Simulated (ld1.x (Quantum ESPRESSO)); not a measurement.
# Varying the RRKJ potential for Br

Base potential:

bromine (Br), norm-conserving RRKJ (Kleinman–Bylander form), made with ld1.x (Quantum ESPRESSO) 7.5 (PBE, scalar-relativistic). Core [Ar], reference 3d10 4s1.5 4p5.5. Waves: 4p (bound): rc 1.45 bohr; 3d (bound): rc 0.95 bohr; 4s (bound): rc 1.25 bohr. Local part: the s channel. Core correction: none.

All-electron outer shells of the reference configuration (PBE, scalar-relativistic, ld1.x):

```tsv
shell	level (eV)	outermost node (bohr)	outermost maximum (bohr)
3s	-238.88	0.23	0.48
3p	-174.29	0.21	0.48
3d	-67.50	–	0.43
4s	-20.54	0.67	1.41
4p	-8.16	0.70	1.66
```

Cutoffs, loose and tight: the cutoffs (Ry, on a coarse ladder) from which the occupation-weighted sum of valence levels, in a spherical-Bessel basis at the reference potential, stays within 10 and 1 mRy of its value at 400 Ry. They do not see the model core or the augmentation charge, which bear on the density cutoff. Test errors are all-electron minus pseudo excitation energies from the reference, over the configurations 3d10 4s2 4p5; 3d10 4s2 4p4; 3d10 4s2 4p3; 3d9 4s2 4p6; 3d10 4s2 4p5.3; 3d10 4s2 4p2; 3d10 4s2 4p4.5. A dash means not determined; rows that change the core or the reference have their own tests.

A true bound ghost makes a file unfit for plane-wave use even where its test errors are small: the radial tests pick states by their node count and pass the ghost by.

```tsv
change	outcome	cutoff, loose	cutoff, tight	bound ghosts	largest test error (meV)
base	generated	260 Ry	over 300 Ry	none	-963
all radii scaled by about 0.84 (s 1.04, p 1.22, d 0.80 bohr)	generated	300 Ry	over 300 Ry	p	-1460
all radii scaled by about 0.93 (s 1.16, p 1.36, d 0.88 bohr)	generated	300 Ry	over 300 Ry	p	-1212
all radii scaled by about 1.05 (s 1.32, p 1.52, d 1.00 bohr)	generated	260 Ry	over 300 Ry	none	-828
all radii scaled by about 1.12 (s 1.40, p 1.62, d 1.06 bohr)	generated	230 Ry	300 Ry	none	-576
all radii scaled by about 1.23 (s 1.54, p 1.78, d 1.16 bohr)	generated	200 Ry	300 Ry	none	-236
all radii scaled by about 1.31 (s 1.64, p 1.90, d 1.24 bohr)	generated	160 Ry	260 Ry	none	+185
all radii scaled by about 1.35 (s 1.70, p 1.96, d 1.28 bohr)	generated	160 Ry	230 Ry	none	+331
```

(1) What comes out with this change to the base: all radii scaled by about 0.77 (s 0.96, p 1.12, d 0.74 bohr)?

Results:

(1) outcome: generated; cutoff, loose: over 300 Ry; cutoff, tight: over 300 Ry; bound ghosts: p; largest test error (meV): -434.

Reading the sweep of the scale of all radii (base = 1) (base included, trends over the rows without a ghost): The loose cutoff falls from 260 Ry at 1 to 160 Ry at 1.35. A larger radius leaves more room for a smooth pseudo-wave, so fewer plane waves are needed; a smaller one forces it to follow the all-electron wave where it bends sharply. The median size of the test errors (rows with all tests solved) is not monotonic: lowest 2.7 meV at 1.23, highest 6.6 meV at 1.35. Bound ghosts are found at 0.77, 0.84, 0.93.
